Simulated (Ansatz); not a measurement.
Cartesian coordinates in Å:
```
C 1.741 -0.549 -0.656
Y -0.274 -0.957 0.472
C -1.453 1.051 0.739
F -1.344 -2.453 -0.283
H 1.547 0.079 -1.537
H 2.465 0.010 -0.046
H 2.257 -1.444 -1.024
H -2.527 0.974 0.533
H -1.052 1.812 0.055
H -1.361 1.477 1.749
```

Charge 0, multiplicity 1. Y takes the def2 core potential.

(1) List the r2SCAN/def2-TZVPP orbital energies in eV (Ansatz). (Estimate.)

Results:

(1) The calculation gave: Occupied: -664.44, -271.52, -271.51, -49.35, -30.06, -28.27, -27.83, -26.54, -16.68, -16.60, -9.44, -9.29, -9.27, -9.13, -9.11, -9.05, -8.96, -5.89, -5.49. Lowest empty: -2.16, -1.11, -0.69, 0.01, 0.13, 0.38, 0.64, 1.29.
